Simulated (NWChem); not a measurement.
Species: HfNH2Cl3; SMILES [NH2][Hf]([Cl])([Cl])[Cl]

```xyz
7

Hf    -0.0207     0.1204     0.0000
Cl     2.2514    -0.4940     0.0000
Cl    -1.0462    -0.6019    -1.9843
Cl    -1.0462    -0.6019     1.9843
N     -0.1322     2.1117     0.0000
H     -0.1445     2.7048    -0.8285
H     -0.1445     2.7048     0.8285
```
Atoms are numbered in this order, from 1.

Program: NWChem. Structure relaxed at the PBE0/def2-SVP level. No frequency run checked for a minimum. def2 effective core potentials on Hf; no spin-orbit coupling. Total energies compare along this basis series because the functional is fixed.

```json
[
 {"level": "Hartree-Fock/def2-SVP", "basis functions": "110", "energy (Ha)": "-1481.4143", "highest occupied level (eV)": "-11.73", "orbital gap (eV)": "(withheld)", "dipole (D)": "(withheld)"},
 {"level": "Hartree-Fock/def2-SVPD", "basis functions": "152", "energy (Ha)": "-1481.4373", "highest occupied level (eV)": "-11.79", "orbital gap (eV)": "13.09", "dipole (D)": "2.72"},
 {"level": "Hartree-Fock/def2-TZVP", "basis functions": "194", "energy (Ha)": "-1481.9646", "highest occupied level (eV)": "-11.68", "orbital gap (eV)": "13.56", "dipole (D)": "2.66"},
 {"level": "Hartree-Fock/def2-TZVPD", "basis functions": "236", "energy (Ha)": "-1481.9667", "highest occupied level (eV)": "-11.68", "orbital gap (eV)": "12.78", "dipole (D)": "2.58"},
 {"level": "Hartree-Fock/def2-TZVPP", "basis functions": "241", "energy (Ha)": "-1481.9709", "highest occupied level (eV)": "-11.67", "orbital gap (eV)": "13.56", "dipole (D)": "2.63"}
]
```

### Question
Some entries are withheld; supply them.

### Answer

- Hartree-Fock/def2-SVP, orbital gap (eV): 13.70
- Hartree-Fock/def2-SVP, dipole (D): 2.87
